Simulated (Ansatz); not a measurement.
Basis-set series for C₂H₆AsNSi, SMILES `C#CN[AsH][SiH3]`. Charge 0, multiplicity 1. Geometry: relaxed with PBE0-D4/def2-TZVP. It is one conformer, not always the lowest.

| functional | basis | functions | energy (Eh) | HOMO (eV) | LUMO (eV) |
| --- | --- | --- | --- | --- | --- |
| PBE0-D4 | def2-TZVPP | 267 | -2659.36938 | -6.33 | -0.83 |
| PBE0-D4 | def2-QZVPP | 510 | -2659.43489 | -6.35 | -0.94 |
| ωB97M-V | def2-TZVPP | 267 | -2659.71065 | -8.45 | 1.06 |
| ωB97M-V | def2-QZVPP | 510 | -2659.77342 | -8.47 | 0.82 |

**Question.** Give the rows for def2-SVP. (Estimate.)

**Answer.** Ansatz gave: 
```tsv
functional	basis	functions	energy (Eh)	HOMO (eV)	LUMO (eV)
PBE0-D4	def2-SVP	122	-2658.84041	-6.21	-0.59
ωB97M-V	def2-SVP	122	-2659.17539	-8.32	1.42
```

Positive LUMOs are unbound and depend on the basis. Scalar relativity is left out up to krypton.
